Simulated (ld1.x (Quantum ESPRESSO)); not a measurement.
# An odd input for ld1.x (Quantum ESPRESSO) 7.5 (molybdenum)

Command:

```bash
ld1.x < Mo.in > Mo.out
```

Input:

```
&input
   title='Mo', zed=42., rel=1, dft='WC', iswitch=3, latt=1,
   config='[Kr] 4d4 5s0 5p0',
   nld=3, rlderiv=3.00, eminld=-6.0, emaxld=5.0, deld=0.02
 /
 &inputp
   pseudotype=2, tm=.true., lloc=0,
   nlcc=.true., rcore=0.85,
   file_pseudopw='Mo.UPF', file_wfcaegen='ae.wfc', file_wfcncgen='nc.wfc', file_beta='beta', file_chi='chi'
 /
3
4P  2  1   6.00   0.00  1.40  1.40  0.0
4D  3  2   4.00   0.00  1.85  1.85  0.0
5S  1  0   0.00   0.00  2.75  2.75  0.0
 &test
   configts(1)='4p6 4d4 5s0 5p0'
 /
```

This is an input that runs to its end, with one change: Latter correction switched on.

**Question.** How does the run end?

**Answer.** The program runs through. The occupied levels of the test differ from the all-electron ones by at most 0.00003 Ry (unchanged input: 0.00003 Ry). All-electron levels move: 4p -4.268 Ry (was -4.169), 4d -1.644 Ry (was -1.530).

```

      Wfc   4D  rcut= 1.845  Using Troullier-Martins method

     ------------------- End of pseudopotential generation -------------------

     Computing logarithmic derivative in   2.98500
     Computing logarithmic derivative in   2.98500
     Computing the partial wave expansion
       no projector for channel:   0
     R is outside the sphere for l=    1 j= 0.00
     R is outside the sphere for l=    2 j= 0.00

     ---------------------- Testing the pseudopotential ----------------------

     Mo
     scalar relativistic calculation

     atomic number is 42.00   valence charge is 12.00
     dft =WC   lsd =0 sic =0 latt =1  beta=0.20 tr2=1.0E-14
     mesh =1229 r(mesh) = 100.71859 xmin = -7.00 dx = 0.01250

     n l     nl             e AE (Ry)        e PS (Ry)    De AE-PS (Ry)
     2 1     4P   1( 6.00)       -4.26762       -4.26765        0.00003
     3 2     4D   1( 4.00)       -1.64445       -1.64446        0.00000
     1 0     5S   1( 0.00)       -1.51775       -1.51776        0.00000
     3 1     5P   1( 0.00)       -1.18124       -1.09938       -0.08187  !

     eps = 6.5E-15  iter =  4

     Etot =   -8094.545526 Ry,   -4047.272763 Ha, -110131.902401 eV
     Etotps =  -100.339553 Ry,     -50.169776 Ha,   -1365.189165 eV

     Ekin =      38.524101 Ry,      19.262050 Ha,     524.147091 eV
     Encl =    -113.557448 Ry,     -56.778724 Ha,   -1545.027790 eV
     Ehrt =      62.615143 Ry,      31.307572 Ha,     851.922421 eV
     Ecxc =     -21.210161 Ry,     -10.605080 Ha,    -288.578941 eV
     (Ecc =      -7.817151 Ry,      -3.908576 Ha,    -106.357763 eV)
     Epseu=     -66.711188 Ry,     -33.355594 Ha,    -907.651946 eV

     ---------------------- End of pseudopotential test ----------------------
```
